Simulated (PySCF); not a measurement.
## How methods differ on the excitation energy of P⁺

P⁺ [Ne] 3s2 3p2 (3P) → P⁺ [Ne] 3s1 3p3, s spin flipped, as a difference of total energies. All numbers are calculated (PySCF 2.14, the spin-free X2C one-electron Hamiltonian (Gaussian nucleus), in x2c-QZVPPall (9s6p4d2f1g, 70 functions)). Correlated levels: valence: [Ne] frozen; valence and next inner shell: 1s2 frozen. The calculations carry no spin-orbit coupling.

```json
{"method": "UHF", "excitation energy (eV)": "12.253"}
{"method": "LDA", "excitation energy (eV)": "9.074"}
{"method": "PBE", "excitation energy (eV)": "9.202"}
{"method": "PBE0", "excitation energy (eV)": "9.962"}
{"method": "r2SCAN", "excitation energy (eV)": "9.883"}
{"method": "r2SCAN0", "excitation energy (eV)": "10.408"}
{"method": "wB97X", "excitation energy (eV)": "10.339"}
{"method": "TPSS", "excitation energy (eV)": "9.516"}
{"method": "CAM-B3LYP", "excitation energy (eV)": "10.188"}
{"method": "MP2 (valence)", "excitation energy (eV)": "10.520"}
{"method": "SCS-MP2 (valence)", "excitation energy (eV)": "10.414"}
{"method": "MP2 (valence and next inner shell)", "excitation energy (eV)": "10.421"}
{"method": "SCS-MP2 (valence and next inner shell)", "excitation energy (eV)": "10.335"}
```

Problem. How much does correlation contribute at MP2 (valence and next inner shell)?

Solution. 10.421 − (12.253) = -1.832 eV, measured against UHF.

The upper determinant mixes two multiplicities, so it lies between the two terms.
